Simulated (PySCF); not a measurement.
Computed shifts of a molecule C3H6O, HF/pcSseg-1 in PySCF, GIAO, gas phase, equivalent atoms averaged, in ppm (number of nuclei): ¹³C: 161.5 (1), 99.0 (1), 55.8 (1). ¹H: 6.31 (1), 5.08 (1), 4.57 (1), 3.60 (3). References: ¹³C against TMS (σ = 192.6 ppm); ¹⁷O against H2O (σ = 333.0 ppm); ¹H against TMS (σ = 31.99 ppm), references at their B3LYP-D3(BJ)/def2-TZVP geometries, non-relativistic. Geometry optimised at B3LYP-D3(BJ)/def2-SVP. One conformer was computed; it need not be the lowest.

### Question
Which structure fits?
A) C=COC
B) C1COC1
C) OC1CC1
D) CC(C)=O

### Answer
A, C=COC
